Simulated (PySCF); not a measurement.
A calculated (revPBE, PySCF 2.14, x2c-QZVPPall, scalar relativity by spin-free X2C-1e) atom or ion has these occupied shells.

| shell | electrons | orbital energy (eV) | rms radius, mean of both spins (bohr) |
| --- | --- | --- | --- |
| 1s α | 1 | -24132.0 | 0.0365 |
| 1s β | 1 | -24132.0 | 0.0365 |
| 2s α | 1 | -3528.4 | 0.150 |
| 2s β | 1 | -3528.3 | 0.150 |
| 2p α | 3 | -3165.0 | 0.133 |
| 2p β | 3 | -3164.8 | 0.133 |
| 3s α | 1 | -640.46 | 0.406 |
| 3s β | 1 | -640.37 | 0.406 |
| 3p α | 3 | -520.82 | 0.408 |
| 3p β | 3 | -520.73 | 0.408 |
| 3d α | 5 | -330.38 | 0.391 |
| 3d β | 5 | -330.23 | 0.391 |
| 4s α | 1 | -90.542 | 1.01 |
| 4s β | 1 | -89.804 | 1.01 |
| 4p α | 3 | -56.404 | 1.11 |
| 4p β | 3 | -55.632 | 1.11 |
| 4d α | 5 | -8.594 | 1.64 |
| 4d β | 4 | -7.899 | 1.64 |
| 5p α | 1 | -2.097 | 4.92 |

Q: Name the element and its charge.

A: Pd (palladium, neutral), in [Kr] 4d9 5p1, one real determinant (an excited configuration).
